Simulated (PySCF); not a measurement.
## Molecular orbitals of MoO

PBE0 at R = 1.683 Å; basis Mo def2-TZVPP with ECP28, O def2-TZVPP; scalar-relativistic core potentials; PySCF 2.14. State: ³Δ (triplet), unpaired electrons σ ↑, δ ↑, a second solution, started from another occupation. Only the outer orbitals are listed, counted within each symmetry, core potentials removing the inner ones.

```tsv
spin	orbital	occ.	ε (eV)	on Mo (%)	main shells (%)
α	4σ	1	-25.24	10	90 O s
α	5σ	1	-10.79	29	65 O p, 27 Mo d
α	2π	1	-10.18	29	71 O p, 26 Mo d
α	2π	1	-10.18	29	71 O p, 26 Mo d
α	1δ	1	-6.27	100	100 Mo d
α	1δ	1	-5.53	100	100 Mo d
α	6σ	1	-5.51	96	78 Mo s, 13 Mo d
α	3π	0	-2.37	84	58 Mo d, 26 Mo p, 16 O p
α	3π	0	-2.37	84	58 Mo d, 26 Mo p, 16 O p
α	7σ	0	-1.58	79	39 Mo d, 32 Mo p, 20 O p
β	4σ	1	-25.52	10	90 O s
β	5σ	1	-10.75	25	71 O p, 22 Mo d
β	2π	1	-10.32	21	78 O p, 19 Mo d
β	2π	1	-10.32	21	78 O p, 19 Mo d
β	1δ	1	-4.85	100	100 Mo d
β	6σ	0	-2.60	99	85 Mo s
β	3π	0	-1.54	86	69 Mo d, 17 Mo p, 13 O p
β	3π	0	-1.54	86	69 Mo d, 17 Mo p, 13 O p
```

Q: Which are the highest filled and the lowest empty level, where do they sit, and how wide is the gap?

A: Highest filled β 1δ at -4.85 eV (in %: 100 Mo d); lowest empty β 6σ at -2.60 eV (in %: 85 Mo s); the gap at PBE0 is 2.25 eV.

| Property | Result |
| --- | --- |
| bond order (Mayer) | 2.39 |
| ⟨S²⟩ | 2.017 |
| charge on Mo (Mulliken, basis-dependent) | 0.42 |
| charge on Mo (Löwdin, basis-dependent) | 0.05 |
| dipole moment (positive dipole means Mo(−)O(+)) | -3.34 D |

Spin–orbit coupling is left out.
